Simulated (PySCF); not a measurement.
SMILES [SiH3]O[SiH2]COC, GFN2-xTB optimised geometry.

```
16

C      3.20    -1.91     0.00
O      1.80    -1.91     0.00
C      1.25    -0.61     0.00
Si    -0.64    -0.84     0.00
O     -1.29     0.65    -0.02
Si    -2.39     1.84    -0.07
H      3.52    -2.96     0.00
H      3.60    -1.41    -0.89
H      3.60    -1.41     0.89
H      1.60    -0.06     0.88
H      1.60    -0.06    -0.88
H     -1.09    -1.50     1.23
H     -1.08    -1.54    -1.20
H     -1.76     2.96     0.64
H     -3.60     1.37     0.59
H     -2.62     2.14    -1.49
```

Density from B3LYP/def2-TZVP in PySCF at that geometry.

Minimum of the electron density along straight lines between bonded atoms, close to the bond critical point (lines longer than 1.1 times the sum of covalent radii, or with two minima, are not listed):

```json
[
 {"bond": "C1–O2", "length / Å": "1.403", "ρ at the minimum / e bohr⁻³": "0.269", "∇²ρ there / e bohr⁻⁵": "-0.62", "position (fraction from the first atom)": "0.36"},
 {"bond": "O2–C3", "length / Å": "1.415", "ρ at the minimum / e bohr⁻³": "0.260", "∇²ρ there / e bohr⁻⁵": "[?]", "position (fraction from the first atom)": "0.64"},
 {"bond": "C3–Si4", "length / Å": "1.903", "ρ at the minimum / e bohr⁻³": "0.122", "∇²ρ there / e bohr⁻⁵": "0.14", "position (fraction from the first atom)": "0.62"},
 {"bond": "Si4–O5", "length / Å": "1.621", "ρ at the minimum / e bohr⁻³": "0.138", "∇²ρ there / e bohr⁻⁵": "0.94", "position (fraction from the first atom)": "0.42"},
 {"bond": "O5–Si6", "length / Å": "1.622", "ρ at the minimum / e bohr⁻³": "0.138", "∇²ρ there / e bohr⁻⁵": "0.93", "position (fraction from the first atom)": "0.59"},
 {"bond": "C1–H7", "length / Å": "1.089", "ρ at the minimum / e bohr⁻³": "0.288", "∇²ρ there / e bohr⁻⁵": "-1.03", "position (fraction from the first atom)": "0.65"},
 {"bond": "C1–H8", "length / Å": "1.098", "ρ at the minimum / e bohr⁻³": "0.281", "∇²ρ there / e bohr⁻⁵": "-0.98", "position (fraction from the first atom)": "0.64"},
 {"bond": "C1–H9", "length / Å": "1.098", "ρ at the minimum / e bohr⁻³": "0.281", "∇²ρ there / e bohr⁻⁵": "-0.98", "position (fraction from the first atom)": "0.64"},
 {"bond": "C3–H10", "length / Å": "1.100", "ρ at the minimum / e bohr⁻³": "0.277", "∇²ρ there / e bohr⁻⁵": "-0.94", "position (fraction from the first atom)": "0.64"},
 {"bond": "C3–H11", "length / Å": "1.100", "ρ at the minimum / e bohr⁻³": "0.277", "∇²ρ there / e bohr⁻⁵": "-0.94", "position (fraction from the first atom)": "0.64"},
 {"bond": "Si4–H12", "length / Å": "1.462", "ρ at the minimum / e bohr⁻³": "0.128", "∇²ρ there / e bohr⁻⁵": "0.17", "position (fraction from the first atom)": "0.49"},
 {"bond": "Si4–H13", "length / Å": "1.462", "ρ at the minimum / e bohr⁻³": "0.128", "∇²ρ there / e bohr⁻⁵": "0.17", "position (fraction from the first atom)": "0.49"},
 {"bond": "Si6–H14", "length / Å": "1.461", "ρ at the minimum / e bohr⁻³": "0.128", "∇²ρ there / e bohr⁻⁵": "0.18", "position (fraction from the first atom)": "0.49"},
 {"bond": "Si6–H15", "length / Å": "1.462", "ρ at the minimum / e bohr⁻³": "0.128", "∇²ρ there / e bohr⁻⁵": "0.18", "position (fraction from the first atom)": "0.49"},
 {"bond": "Si6–H16", "length / Å": "1.461", "ρ at the minimum / e bohr⁻³": "0.128", "∇²ρ there / e bohr⁻⁵": "0.18", "position (fraction from the first atom)": "0.49"}
]
```

Some entries are withheld; supply them.


- O2–C3, ∇²ρ there / e bohr⁻⁵: -0.56
